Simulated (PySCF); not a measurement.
Positional isomers: azulene silyl. Isolated molecules, 0 K electronic values unless said otherwise. Strings in code marks are SMILES.

The numbers are results of PBE0-D3(BJ)/def2-TZVP // PBE0-D3(BJ)/def2-SVP in PySCF 2.14.0, not measurements. All candidates: neutral, multiplicity 1. Excitations are Tamm–Dancoff values on a coarser integration grid. The basis has no diffuse functions, so Rydberg states are missing or too high.

```json
{
 "dipole_moment": "2.27 D",
 "T1 excitation (TDA)": "2.04 eV",
 "LUMO": "-2.28 eV"
}
```

**Question.** Name which member has these values.
A) `[SiH3]c1ccc2cccc-2cc1`
B) `[SiH3]c1ccc2cccccc1-2`
C) `[SiH3]c1cccc2cccc-2c1`
D) `[SiH3]c1ccccc2cccc1-2`

**Answer.** B, `[SiH3]c1ccc2cccccc1-2`. The others give `[SiH3]c1ccccc2cccc1-2`: 1.33 D, 1.91 eV, -2.35 eV; `[SiH3]c1cccc2cccc-2c1`: 0.83 D, 1.99 eV, -2.28 eV; `[SiH3]c1ccc2cccc-2cc1`: 0.07 D, 1.89 eV, -2.36 eV
